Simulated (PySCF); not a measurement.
**Which determinant of CoO lies lowest?**

Unrestricted PBE0; Co def2-TZVPPD, O def2-TZVPPD; no relativity (PySCF 2.14). Outer shells of the fragments: Co 3d7 4s2; O 2s2 2p4.

Followed along the bond (rough minima from three points):

| 2Ms+1 | unpaired | ⟨S²⟩ at the start | R at minimum (Å) | Te (eV) |
| --- | --- | --- | --- | --- |
| 4 | π ↑↑, δ ↑ | 3.84 | 1.62 | 0.00 |
| 4 | σ ↑, π ↑, δ ↑ | 3.79 | 1.65 | 0.35 |
| 4 | σ ↑, π ↑, δ ↑ | 3.79 | 1.65 | 0.37 |
| 6 | σ ↑↑, π ↑↑, δ ↑ | 8.77 | 1.65 | 0.64 |
| 2 | σ ↓, π ↑↑ | 1.77 | 1.58 | 0.75 |
| 2 | π ↑↑, δ ↓ | 1.77 | 1.62 | 0.96 |

Solutions found at the starting distance of 1.670 Å, counted from the lowest of them; the search is not exhaustive and high or unbound solutions are not listed, so other states can lie among these:

```
2Ms+1         unpaired   term  E (eV)  ⟨S²⟩  ⟨Lz²⟩  μ (D)
    4        π ↑↑, δ ↑     ⁴Δ    0.00  3.84   4.01  -5.23
    4    σ ↑, π ↑, δ ↑  mixed    0.31  3.79   4.87  -5.60
    4    σ ↑, π ↑, δ ↑  mixed    0.32  3.79   5.02  -5.54
    4        σ ↑, π ↑↑    ⁴Σ⁻    0.32  3.77   0.00  -5.92
    6  σ ↑↑, π ↑↑, δ ↑     ⁶Δ    0.60  8.77   4.01  -1.58
    2        σ ↓, π ↑↑  mixed    0.88  1.77   0.00  -5.71
    2        π ↑↑, δ ↓  mixed    0.95  1.77   4.01  -4.90
    2              π ↑  mixed    0.98  1.47   1.02  -4.58
    2    σ ↓, π ↑, δ ↑  mixed    1.09  1.72   4.58  -5.51
    4    σ ↑, π ↑, δ ↑  mixed    1.59  4.54   4.39  -1.00
```

A term symbol is given only where ⟨S²⟩ and ⟨Lz²⟩ are close to those of a pure state; real π, δ and φ orbitals otherwise mix terms. A positive dipole means Co(−)O(+).

The state is the lowest single determinant that the PBE0 search found; with open d or f shells the true ground state can be another one.
